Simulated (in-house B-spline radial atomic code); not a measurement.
Orbital energies and mean radii along the 22-electron series, configuration [Ar] 3d4. The effective charge is n√(-2ε), a non-relativistic measure. Computed with an all-electron radial atomic-structure program (B-spline basis): Dirac-Hartree-Fock, average of the configuration, finite nuclei.

| ion | Z | energy of 3d3/2 (Eh) | mean radius of 3d3/2 (bohr) | energy of 2s1/2 (Eh) | mean radius of 2s1/2 (bohr) | energy of 3p3/2 (Eh) | mean radius of 3p3/2 (bohr) | effective charge of 3d3/2 |
| --- | --- | --- | --- | --- | --- | --- | --- | --- |
| W52+ | 74 | -181.04 | 0.16623 | -569.53 | 0.076394 | -192.19 | 0.19264 | 57.085 |
| Re53+ | 75 | -187.62 | 0.16341 | -589.32 | 0.075047 | -198.97 | 0.18949 | 58.113 |
| Os54+ | 76 | ? | ? | ? | ? | ? | ? | ? |
| Ir55+ | 77 | ? | ? | ? | ? | ? | ? | ? |
| Pt56+ | 78 | -208.08 | 0.15545 | -651.41 | 0.071196 | -220.05 | 0.18061 | 61.201 |

**Question.** Fill in the row of Os54+.

**Answer.** energy of 3d3/2 (Eh): -194.32; mean radius of 3d3/2 (bohr): 0.16067; energy of 2s1/2 (Eh): -609.56; mean radius of 2s1/2 (bohr): 0.073733; energy of 3p3/2 (Eh): -205.87; mean radius of 3p3/2 (bohr): 0.18644; effective charge of 3d3/2: 59.141.

**Question.** Fill in the row of Ir55+.

**Answer.** energy of 3d3/2 (Eh): -201.14; mean radius of 3d3/2 (bohr): 0.15802; energy of 2s1/2 (Eh): -630.26; mean radius of 2s1/2 (bohr): 0.07245; energy of 3p3/2 (Eh): -212.9; mean radius of 3p3/2 (bohr): 0.18348; effective charge of 3d3/2: 60.171.

**Question.** How does the screening of 3d3/2 change?

**Answer.** Z less the effective charge goes from 16.92 at Z = 74 to 16.80 at Z = 78.
